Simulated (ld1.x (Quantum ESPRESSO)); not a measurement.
**Transferability test, TM potential for Ar**

| Quantity | Value |
| --- | --- |
| Element | Ar |
| Generator | ld1.x (Quantum ESPRESSO) 7.5 |
| Type | norm-conserving Troullier–Martins (Kleinman–Bylander form) |
| Functional | PBE |
| Relativity | non-relativistic |
| Frozen core | [Ne] |
| Valence charge | 8 |
| Reference configuration | 3s2 3p5.5 (charge +0.5) |
| Partial waves | 3s (bound): rc 1.10 bohr; 3d channel at 0.05 Ry: rc 1.45 bohr; 3p (bound): rc 1.40 bohr |
| Local potential | the p channel |
| Core correction | a·sin(br)/r model core inside 0.95 bohr |

Energies are relative to the spin-unpolarised reference configuration 3s2 3p5.5; without spin polarisation the order of configurations can differ from experiment. The frozen-core shift is the all-electron ΔE with the core orbitals held at their reference shape minus the fully relaxed ΔE.

Question: Give the all-electron excitation energy and the error of the potential for: 3s2 3p6; 3s2 3p5; 3s2 3p4; 3s1 3p6; 3s2 3p2; 3s2 3p3.

Answer:

| valence configuration | charge | ΔE all-electron (eV) | error AE − PS (meV) | frozen-core shift (meV) |
| --- | --- | --- | --- | --- |
| 3s2 3p6 | 0 | -6.555 | +0.7 | +0.1 |
| 3s2 3p5 | +1 | 9.519 | +1.2 | +0.3 |
| 3s2 3p4 | +2 | 38.190 | +16 | +4.7 |
| 3s1 3p6 | +1 | 23.876 | +0.7 | +0.6 |
| 3s2 3p2 | +4 | 138.403 | +160 | +68 |
| 3s2 3p3 | +3 | 80.776 | +61 | +22 |
